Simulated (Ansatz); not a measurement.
This geometry of AlClF2H2O (7 atoms, charge 0, multiplicity 1) is a first-order saddle point.

Computed with RHF/def2-SVP in Ansatz.

```xyz
7
Properties=species:S:1:pos:R:3
Al 0.008 -0.319 -0.075
Cl 0.064 0.005 2.297
F 1.424 0.198 -0.725
F -1.396 0.269 -0.692
O -0.044 -1.959 0.556
H -0.339 -2.798 0.241
H -0.026 -1.335 1.812
```

(1) Which two structures does it join? (They come from a converged band through this point; their orientation in space is the band's.)

(2) How far does it lie above each of them?

## Answers

(1) Bonds broken: O5–H7. Bonds formed: Cl2–H7.

Image 0:

```xyz
7
Properties=species:S:1:pos:R:3
Al 0.043 -0.054 0.217
Cl -0.044 0.755 2.165
F 1.441 0.181 -0.623
F -1.355 -0.117 -0.669
O 0.047 -1.957 0.621
H -0.631 -2.474 0.197
H 0.188 -2.273 1.507
```

Image 8:

```xyz
7
Properties=species:S:1:pos:R:3
Al -0.005 -0.462 -0.201
Cl 0.091 0.070 2.333
F 1.394 0.284 -0.637
F -1.411 0.280 -0.629
O 0.001 -2.106 0.175
H -0.533 -2.810 -0.146
H 0.153 -1.195 2.519
```

(2) 1.63 eV above the first and 0.23 eV above the second. This is the barrier of this one path; another mechanism may lie lower. The orbitals stay closed-shell, which can raise the energy where a bond breaks towards radicals; this wasn't checked here.

The run took 4.1 min on 1 thread of Arm Neoverse V1, with other jobs on the host, peak memory 0.16 GiB.
